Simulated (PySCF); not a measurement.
CH3ClF2Si, singlet, at a GFN2-xTB geometry. Base run: B3LYP/6-31G, polarisability (PySCF).

Input for PySCF:
```python
from pyscf import gto, scf, dft
from pyscf.prop import polarizability

mol = gto.Mole()
mol.atom = '''
    C    -2.006083   -0.150646    0.143470
    Si   -0.148899    0.139765    0.193226
    F     0.427000   -0.181478    1.651852
    F     0.173870    1.704423    0.092676
    Cl    0.935388   -0.831373   -1.157447
    H    -2.252176   -1.197169    0.300361
    H    -2.432534    0.146559   -0.810571
    H    -2.503646    0.424622    0.920064
'''
mol.basis = '6-31g'
mol.charge = 0
mol.spin = 0
mol.verbose = 4
mol.build()

mf = dft.RKS(mol)
mf.xc = 'b3lyp'
mf.kernel()
alpha = mf.Polarizability().polarizability()[2, 2]
print('alpha_zz =', alpha)
```

The base run was repeated with changes; each row names its change, and settings that it needs were set with it.

```tsv
change	alpha_zz (bohr³)	basis functions	core-seconds (rough)
base	34.70	59	7
finite field (a.u.) = 0.001; conv_tol = 1e-6	34.71	59	6
finite field (a.u.) = 2e-4; conv_tol = 1e-11	34.70	59	9
functional = lda,vwn	36.40	59	4
basis = STO-3G	19.54	36	5
functional = pbe0	34.44	59	8
basis = cc-pVDZ	?	?	20
functional = hf	31.19	59	0.9
finite field (a.u.) = 2e-4; conv_tol = 1e-6	31.13	59	6
basis = 6-31+G*	?	?	20
functional = camb3lyp	34.02	59	20
finite field (a.u.) = 0.001; conv_tol = 1e-11	34.70	59	9
```

Question: Fill in the missing entries.

Answer: 
- basis = cc-pVDZ, alpha_zz (bohr³): 37.29
- basis = cc-pVDZ, basis functions: 93
- basis = 6-31+G*, alpha_zz (bohr³): 42.33
- basis = 6-31+G*, basis functions: 104

Finite-field rows take the second difference of the energy in a field along z; a small field with loose convergence shows SCF noise divided by the square of the field, and a large one adds hyperpolarisability.
